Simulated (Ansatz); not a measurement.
Ansatz results at the PBE0-D4/def2-TZVP geometry: LUMO energy (PBE/def2-TZVPP) -2.52 eV; LUMO energy (B3LYP/def2-TZVPP) -1.77 eV; zero-point energy (PBE0-D4/def2-TZVP) 116.9 kJ/mol.

Problem. Which molecule gave them?
A. `B[TeH]`
B. `O=CB(F)[SiH3]`
C. `[CH3][AlH][NH][AlH2]`
D. `F[SiH]1[SiH2][SiH2]1`

Solution. D. The others give `B[TeH]`: -2.58, -1.88, 71.6; `[CH3][AlH][NH][AlH2]`: -1.72, -1.15, 188.9; `O=CB(F)[SiH3]`: -4.13, -3.32, 129.6.

B3LYP here is the variant with VWN-RPA as its local correlation; programs differ in this.
